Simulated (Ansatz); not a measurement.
Computed with Ansatz on PBE0-D4/def2-TZVP structures; ΔE is electronic, products minus reactants. CCSD(T)/CBS is the MP2 limit (def2-TZVPP, def2-QZVPP) plus CCSD(T) − MP2 in def2-TZVPP, frozen cores. DFT in def2-TZVPP.

Reaction (isomerisation): `CB1N=C1C` → `BC1(C)C=N1`

(1) Is it downhill or uphill in electronic energy at CCSD(T)/CBS, and by how much? (Best estimate.)

(2) What do these levels give: LDA (SPW92), revPBE-D4, PBE0-D4, PBE, RPA@PBE/def2-TZVPP, HF/def2-QZVPP? (Estimate.)

Largest T1 diagnostic among the species: 0.012.

Answers

(1) Computed: Uphill: ΔE = +50.5 kcal/mol.

(2) The calculation gave: LDA (SPW92) 53.3, revPBE-D4 48.8, PBE0-D4 53.6, PBE 51.3, RPA@PBE/def2-TZVPP 46.6, HF/def2-QZVPP 57.4 kcal/mol.

From r2SCAN to r2SCAN0 (25 % exact exchange), in def2-TZVPP and without D4, ΔE moves by +2.4 kcal/mol. Leaving LDA and LC-ωPBE aside and taking each functional with its dispersion term where it has one, the values, not all of them listed here, spread over 6.4 kcal/mol, from revPBE-D4 to BHLYP-D4. LDA lies +1.9 kcal/mol from PBE without D4.
